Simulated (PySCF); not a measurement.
A series of related compounds: `InChI=1S/C4H7ClO/c1-2-3-4(5)6/h2-3H2,1H3`; `InChI=1S/C7H13ClO/c1-5(2)6(3)4-7(8)9/h5-6H,4H2,1-3H3/t6-/m0/s1`; SMILES CC(C)CC(=O)Cl, C$_{5}$H$_{9}$ClO; `InChI=1S/C5H6ClF3O/c1-3(2-4(6)10)5(7,8)9/h3H,2H2,1H3/t3-/m1/s1`; `InChI=1S/C5H9ClO2/c1-4(8-2)3-5(6)7/h4H,3H2,1-2H3/t4-/m0/s1`; `[C@@H](CC)(F)C(=O)Cl`, C$_{4}$H$_{6}$ClFO.

Calculated, not measured (PySCF 2.14.0 with density-fitted response routines): coordinates at the GFN2-xTB level, GIAO PBE0/pcSseg-1 shieldings. A single conformation, non-relativistic, one averaged value for each set of equivalent atoms, gas phase.

Referencing at the same level of theory: HCl for $^{35}$Cl (σ = 949.78 ppm).

**Question.** How does the $^{35}$Cl shift change along the series?

**Answer.** 
| compound | change | δ (ppm) | HOMO–LUMO gap (eV) |
| --- | --- | --- | --- |
| butyryl chloride | base | 468 | 7.60 |
| CC(C)[C@@H](C)CC(=O)Cl | H replaced by iPr | 483 | 7.56 |
| isovaleryl chloride | H replaced by CH3 | 478 | 7.55 |
| C[C@H](CC(=O)Cl)C(F)(F)F | H replaced by CF3 | 441 | 7.46 |
| CO[C@@H](C)CC(=O)Cl | H replaced by OCH3 | 526 | 6.65 |
| CC[C@H](F)C(=O)Cl | H replaced by F | 427 | 7.22 |
